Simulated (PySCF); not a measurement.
**Ti: excitation energy**

Ti [Ar] 3d2 4s2 (3F) → Ti [Ar] 3d2 4s1 5s1 (5F), as a difference of total energies. Calculation: PySCF 2.14, in aug-cc-pVDZ-DK (7s6p4d2f, 59 functions); the spin-free X2C one-electron Hamiltonian (Gaussian nucleus). Correlated levels: valence: [Ar] frozen. The calculations carry no spin-orbit coupling.

```
           method  excitation energy (eV)
              UHF                   3.365
              LDA                   4.404
              PBE                   4.171
             PBE0                   4.097
           r2SCAN                   4.011
             PW91                   4.197
            B3LYP                   4.433
          r2SCAN0                   4.041
             MN15                   4.765
    MP2 (valence)                   4.047
SCS-MP2 (valence)                   4.246
```

Task: How much does correlation contribute at MP2 (valence)?

Result: 4.047 − (3.365) = 0.682 eV, measured against UHF.

The promoted electron is Rydberg-like, and one or two diffuse shells describe it only roughly, which tends to raise the upper state.
